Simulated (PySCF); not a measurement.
**C²⁺ (carbon, charge +2) across methods**

[He] 2s1 3s1, high-spin 3S determinant (an excited configuration). Calculation: PySCF 2.14, in x2c-QZVPPall with one added diffuse shell each of s, p, d, f type (8s5p4d3f1g, 73 functions); scalar relativity by spin-free X2C-1e.

| method | E (hartree) | mean ε 1s β (eV) | mean ε 2s α (eV) | mean ε 3s α (eV) | Σ⟨r²⟩ (bohr²) | ⟨S²⟩ |
| --- | --- | --- | --- | --- | --- | --- |
| M06-L | -35.4700 | -325.16 | -48.869 | -16.109 | 15.01 | 2.000 |
| PBE0 | -35.4375 | -329.67 | -50.787 | -16.564 | 15.20 | 2.000 |
| PBE | -35.4282 | -320.78 | -48.930 | -15.951 | 15.11 | 2.000 |
| LC-wPBE | -35.4336 | -326.90 | -53.936 | -18.460 | 15.21 | 2.000 |
| LDA | -35.0985 | -318.09 | -48.611 | -15.815 | 15.18 | 2.000 |
| r2SCAN | -35.4572 | -324.82 | -49.336 | -15.851 | 15.37 | 2.000 |
| UHF | -35.40275 | -355.57 | -55.976 | -18.017 | 15.68 | 2.000 |
| B3LYP | -35.4746 | -328.48 | -50.430 | -16.304 | 15.18 | 2.000 |
| MN15 | -35.4835 | -326.86 | -51.464 | -16.609 | 15.26 | 2.000 |

The outer electron is Rydberg-like, and this basis confines it to a smaller radius and binds it less than a complete one would.
